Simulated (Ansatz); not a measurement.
Cost and result for the atomization energy of F$_{2}$H$_{3}$SbSi (`[F][Sb]([F])[SiH3]`) (7 atoms, 6 bonds).

The species carries charge 0 and has multiplicity 1. Correlated methods include outer-core shells of Sb, which these sets cover unevenly. Sb: def2 effective core potential. Geometry: relaxed with PBE0-D4/def2-TZVP. Program: Ansatz. All runs use 4 threads of an Arm Neoverse V2 on a shared host. Times are those of one run each, without the atoms' runs, and a repeat can differ threefold. Electronic energies, without spin–orbit coupling; frozen cores. CCSD(T)/CBS adds CCSD(T) − MP2 in def2-TZVPP to the MP2 limit, and its time is that of the two runs behind it. T1 = 0.015. With those shells the extrapolation isn't a true limit. B3LYP takes the VWN-RPA correlation (the form of Gaussian; ORCA's B3LYP/G). HSE06 is the plane-wave form, built on full-range PBE exchange.

CCSD(T)/CBS is a level of theory with its own doubt, some kJ/mol a heavy atom from the limit and from the frozen cores, so smaller differences don't rank the functionals.

```csv
level,functions,wall time
revPBE-D4/def2-TZVPP,196,1.1 s
BLYP-D4/def2-TZVPP,196,1.1 s
PBE-D4/def2-TZVPP (with forces),196,1.4 s
HSE06-D4/def2-TZVPP,196,1.7 s
CAM-B3LYP-D4/def2-TZVPP,196,1.9 s
CCSD(T)/def2-SVP,87,2.2 s
B3LYP-D4/def2-TZVPP (with forces),196,2.3 s
r2SCAN-D4/def2-TZVPP (with forces),196,2.4 s
r2SCANh-D4/def2-TZVPP,196,2.6 s
ωB97X-V/def2-TZVPP,196,4.1 s
MP2/def2-QZVPP,356,7.5 s
CCSD(T)/def2-TZVPP,196,59 s
CCSD(T)/CBS(def2),–,67 s
```

(1) What atomization energy does each give, and how far from CCSD(T)/CBS? (Best estimate.)

Results:

(1) The calculation gave: 
```tsv
level	atomization (kcal/mol)	difference from CCSD(T)/CBS	per bond
revPBE-D4/def2-TZVPP	480.5	-9.6	-1.6
BLYP-D4/def2-TZVPP	494.5	4.4	0.7
PBE-D4/def2-TZVPP (with forces)	494.6	4.5	0.8
HSE06-D4/def2-TZVPP	476.3	-13.8	-2.3
CAM-B3LYP-D4/def2-TZVPP	489.9	-0.2	0.0
CCSD(T)/def2-SVP	429.3	-60.8	-10.1
B3LYP-D4/def2-TZVPP (with forces)	487.8	-2.3	-0.4
r2SCAN-D4/def2-TZVPP (with forces)	485.6	-4.5	-0.7
r2SCANh-D4/def2-TZVPP	478.7	-11.4	-1.9
ωB97X-V/def2-TZVPP	493.9	3.8	0.6
MP2/def2-QZVPP	486.5	-3.6	-0.6
CCSD(T)/def2-TZVPP	466.5	-23.6	-3.9
CCSD(T)/CBS(def2)	490.1	0.0	0.0
```

Leaving LDA and LC-ωPBE aside and taking each functional with its dispersion term where it has one, the values, not all of them listed here, spread over 28.8 kcal/mol, from BHLYP-D4 to PBE-D4. LDA lies +74.7 kcal/mol from PBE without D4, its usual overbinding. From PBE to PBE0 (25 % exact exchange), in def2-TZVPP and without D4, the atomization energy moves by −17.5 kcal/mol: exact exchange takes away binding that semilocal exchange gives to molecules. In def2-TZVPP, CCSD(T) changes the Hartree–Fock value by +141.3 kcal/mol (the triples alone add +9.3 kcal/mol) and MP2 by +146.3 kcal/mol; breaking electron pairs costs correlation energy, which Hartree–Fock lacks.
